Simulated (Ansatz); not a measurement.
Ansatz (a quantum-chemistry and plane-wave program) input (RI-MP2/cc-pVTZ):
A basis named .json is the Basis Set Exchange file of that set.

Ansatz 0.2 input:
```yaml
crystal:
  periodic: [false, false, false]
  atoms:
    - {symbol: F, position_ang: [-0.88124966, -1.26990316, -0.35124037]}
    - {symbol: As, position_ang: [0.00255775, -0.00276921, 0.28368688]}
    - {symbol: F, position_ang: [1.53857596, -0.12034645, -0.36183635]}
    - {symbol: F, position_ang: [-0.66670471, 1.40040338, -0.32710850]}
basis:
  gaussian:
    orbitals: cc-pVTZ
    fitting: {mean_field: def2-universal-jkfit, correlation: cc-pVTZ-RIFIT.json}
total_charge: 1
magnetization: {spin_polarized: true, initial_magnetization: 1}
correlation: {method: mp2, electrons: outside_noble_gas}
```

End of the output:

```
integrals: 0.07 GiB planned
497 factors; integrals over basis functions are off by at most 9.0e-1 eV
409 factors; integrals over basis functions are off by at most 1.3e2 eV
mean field: 0.42 GiB planned
mean field evaluation 1: about -68900.7561 eV, gradient 4.9e1 eV
mean field evaluation 2: about -68904.4312 eV, gradient 3.9e1 eV
mean field evaluation 4: about -68908.4312 eV, gradient 1.0e0 eV
mean field evaluation 8: about -68908.4456 eV, gradient 2.2e-6 eV
mean field -68908.44555163 eV, -2532.3386662003 hartree, gradient 2.2e-6 eV, S^2 0.765466; 0 other end points of the search recorded, 0 dependent functions left out
17 core orbitals not correlated
reference -68908.44555163 eV, -2532.3386662003 hartree; 13, 12 occupied and 103, 104 virtual orbitals, 409 factors
second order -23.75727319 eV of doubles, -0.00000000 eV of singles
Total energy: -68932.20282481 eV, -2533.2117298867 hartree
```
